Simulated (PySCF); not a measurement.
C₄H₆ClF, SMILES F[C@@H]1CC[C@H]1Cl.

Coordinates come from a B3LYP-D3(BJ)/def2-SVP optimisation.

Two levels are set side by side: PBE/def2-TZVP (PySCF) and HF/def2-TZVP (PySCF). Same geometry, gas phase. Differences are taken from unrounded values.

```
quantity                         HF
---------------------------  ------
orbital gap (eV)              15.32
highest occupied level (eV)  -11.70
lowest empty level (eV)        3.61
dipole moment (D)              2.72
mean polarisability (bohr³)    55.2
```

### Question
What does PBE give, and how far is it from HF? (An estimate is asked for; the answer gives what the named calculation found.)

### Answer

```json
[
 {"quantity": "orbital gap (eV)", "PBE": "6.34", "PBE minus HF": "-8.98"},
 {"quantity": "highest occupied level (eV)", "PBE": "-6.92", "PBE minus HF": "4.79"},
 {"quantity": "lowest empty level (eV)", "PBE": "-0.58", "PBE minus HF": "-4.19"},
 {"quantity": "dipole moment (D)", "PBE": "2.35", "PBE minus HF": "-0.36"},
 {"quantity": "mean polarisability (bohr³)", "PBE": "60.0", "PBE minus HF": "4.8"}
]
```

PBE's occupied levels lie high since its potential decays too fast outside the molecule; exact exchange lowers them and widens the gap. PBE's more diffuse valence density responds more strongly to a field. Differences between two approximate levels are no errors against the true value.

Rough cost on one machine, each run with all the roots and properties that it gave: HF against PBE about 1/3.
